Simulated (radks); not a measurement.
All-electron atom: Fe8+ in [Ar]. Method: scalar-relativistic Kohn-Sham, BLYP, spin-polarised, spherical densities, finite nucleus; Fermi nuclear charge, rms radius 3.7377 fm; computed with a radial shooting solver on a logarithmic mesh with Libxc functionals. Some entries of the table are withheld. Estimate them.

orbital  occ.  eigenvalue (hartree)  r(max) (bohr)
1s          2             -263.9224        0.03827
2s          2             -36.94531         0.2224
2p          6             -32.49006         0.1799
3s          2                   (1)         0.6733
3p          6              -8.09470         0.6728
3d          0              -6.06554         0.6033
4s          0                   (2)          1.589

Answer. 
(1) 3s eigenvalue (hartree): -9.40324
(2) 4s eigenvalue (hartree): -3.91175
